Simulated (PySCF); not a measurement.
# Property card for `[H][Si](C)(C)OC` (SiHMe2(OMe))

Species: SiHMe2(OMe), C3H10OSi.
Z-matrix (Å and degrees, PBE0-D3(BJ)/def2-SVP geometry), rows numbered from 1:
```
Si
H   1  1.5026
C   1  1.8743  2  108.72
H   3  1.1017  1  110.82  2   178.12
H   3  1.1013  1  111.80  2    57.54
H   3  1.1020  1  110.61  2   -62.16
C   1  1.8641  2  110.85  3  -123.21
H   7  1.1004  1  110.74  2   -61.13
H   7  1.1013  1  110.51  2   179.15
H   7  1.1012  1  110.98  2    59.13
O   1  1.6729  2  108.56  3   120.64
C  11  1.3959  1  124.21  2   -55.98
H  12  1.1069 11  112.35  1   -66.08
H  12  1.1013 11  109.03  1   174.75
H  12  1.1070 11  112.26  1    55.44
```

From PBE0-D3(BJ)/def2-SVP geometry optimisation, gas phase (PySCF):

| Quantity | Value |
| --- | --- |
| Point group | C1 |
| Rotational constants A, B, C | 5.283, 2.816, 2.055 GHz |

B3LYP/def2-SVPD ground state, ΔSCF and vertical TDDFT (core frozen in the response) (PySCF):

| Item | Value |
| --- | --- |
| Dipole moment | 0.87 D |
| HOMO energy | -7.55 eV |
| LUMO energy | 0.36 eV |
| HOMO–LUMO gap | 7.91 eV |
| Lowest singlet excitation | 7.01 eV (177 nm, f = 0.006) |
| Strongest line among the 10 lowest singlet transitions | S6 at 8.01 eV (155 nm, f = 0.074) |
| Lowest triplet excitation (Tamm–Dancoff) | 6.88 eV |
| Static isotropic polarisability | 69.2 au |
| Vertical ionisation energy | 9.77 eV |
| Electronic spatial extent ⟨r²⟩ about the centre of nuclear charge | 677 bohr² |

B3LYP/pcSseg-1 ground state and GIAO shieldings, non-relativistic (PySCF):

| Property | Result |
| --- | --- |
| 13C chemical shifts (computed TMS as zero) by class | 53.6 (C12), -2.0 (C3/C7) ppm |
| 1H chemical shifts (computed TMS as zero) by class | 4.76 (H2), 3.61 (H13/H14/H15), 0.13 (H4/H5/H6/H8/H9/H10) ppm |
| Isotropic shieldings of nuclei other than C and H, by class | 314 (O11), 331 (Si1) ppm |

delta-SCF UKS SCAN, pcX-2 on the ionised atom, pcseg-1 elsewhere, spin-free X2C; 2p3/2 from a spin–orbit splitting computed afterwards within the 2p shell (PySCF):

| Item | Value |
| --- | --- |
| Core binding energies | Si2p3/2 106.7 (Si1), C1s 290.1 (C3/C7), C1s 292.2 (C12), O1s 537.7 (O11), Si1s 1846.6 (Si1) eV |

Monoisotopic mass from the formula: 90.0501 u.

The polarisability is 10.25 Å³ as a volume (1 au = 0.148185 Å³), or 1.38 au for each of the 50 electrons. With B = h/(8π²I), that is 505.379 GHz u Å² over I, the principal moments of inertia are 95.7, 179.5 and 246.0 u Å² (most abundant isotopes). The principal polarisabilities are 62.5, 69.1 and 75.9 au; their mean is the isotropic value. The dipole equals about 2.9 × 10⁻³⁰ C·m (1 D = 3.33564 × 10⁻³⁰ C·m). A dipole of 0.87 D is allowed in C1, and pure rotational transitions are dipole-allowed. S1 lies 0.90 eV below the HOMO–LUMO gap; its leading configuration is HOMO→LUMO, weight 0.92. The rotational constants make it an asymmetric top with κ = (2B − A − C)/(A − C) = -0.53, nearer the prolate limit (−1). In wavenumbers S1 is 56600 cm⁻¹ (1 eV = 8065.54 cm⁻¹).

One conformer (not necessarily the lowest) at the PBE0-D3(BJ)/def2-SVP geometry, without solvent or vibrations. NMR classes are plain means over equivalent atoms (diastereotopic ones count apart unless rotation or inversion swaps them), as if these changed places fast; in this geometry the members of some classes differ.
